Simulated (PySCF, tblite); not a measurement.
Isomers of C3H9NO2Si2, one GFN2-xTB conformer each. Single-point energies are computed at PBE0/pcSseg-1 (PySCF, gas phase, no added dispersion term), electronic only.

Question: Rank them by PBE0/pcSseg-1 energy, lowest first (kcal/mol).
A. `[CH3:1]/[C:2]([CH:3]=[O:4])=[N:5]/[SiH2:6][O:7][SiH3:8]` with C1–C2–C3–O4 0°, C2–N5–Si6–O7 1°
B. `[NH2:1][CH2:2][C@@H:3]1[SiH2:4][O:5][SiH2:6][C:7]1=[O:8]` with H–N1–C2–C3 180° and -62°, N1–C2–C3–Si4 -164°, C2–C3–Si4–O5 -154°, C3–Si4–O5–Si6 11°, Si4–O5–Si6–C7 4°, O5–Si6–C7–O8 150°

Answer: A (0.0), B (0.5).

As drawn, the lower has a C=N bond, which the higher lacks; the higher has an N–H bond and an Si–C bond, which the lower lacks. Neighbours under 2.5 kcal/mol apart (C/C(C=O)=N/[SiH2]O[SiH3] and NC[C@@H]1[SiH2]O[SiH2]C1=O) can change places with a better method, another conformer or zero-point energy. GFN2-xTB itself gives, in the same order: 0.0, 18.1. Both levels put the same isomer lowest.

Q: Which frontier levels, dipoles and rotational constants go with these structures?

A: 
```tsv
SMILES	HOMO (eV, PBE0/pcSseg-1)	LUMO (eV)	dipole (D)	A, B, C (MHz)
C/C(C=O)=N/[SiH2]O[SiH3]	-7.11	-2.48	1.19	2199, 791.4, 592.5
NC[C@@H]1[SiH2]O[SiH2]C1=O	-6.70	-1.43	1.20	2256, 1166, 822.6
```

Q: What happens when harmonic zero-point energies from GFN2-xTB frequencies are added?

A: 
```
                    SMILES  ZPE (kcal/mol)  electronic (kcal/mol)  with ZPE (kcal/mol)
  C/C(C=O)=N/[SiH2]O[SiH3]            69.2                    0.0                  0.0
NC[C@@H]1[SiH2]O[SiH2]C1=O            73.9                    0.5                  5.2
```

The zero-point energies span 4.7 kcal/mol. The order is unchanged.
